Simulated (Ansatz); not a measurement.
Ansatz (a program for electronic structure) input (HF/6-31G* with LANL2DZ past Ar): The .json file joins the Basis Set Exchange's 6-31G* for atoms up to Ar and LANL2DZ past it.

Ansatz 0.2 input:
```yaml
crystal:
  periodic: [false, false, false]
  atoms:
    - {symbol: K, position_ang: [-0.00000000, -0.00000000, -1.68526352]}
    - {symbol: Cl, position_ang: [0.00000000, 0.00000000, 1.88352981]}
basis:
  gaussian:
    orbitals: 6-31Gs+LANL2DZ.json
hamiltonian:
  xc: {name: HF}
total_charge: 1
magnetization: {spin_polarized: true, initial_magnetization: 1}
phonons: {temperatures: {t_min: 298.15, t_max: 298.15, t_step: 100}}
```

Q: Which harmonic wavenumbers does it give?

A: 66 cm⁻¹ (unscaled; negative means imaginary).
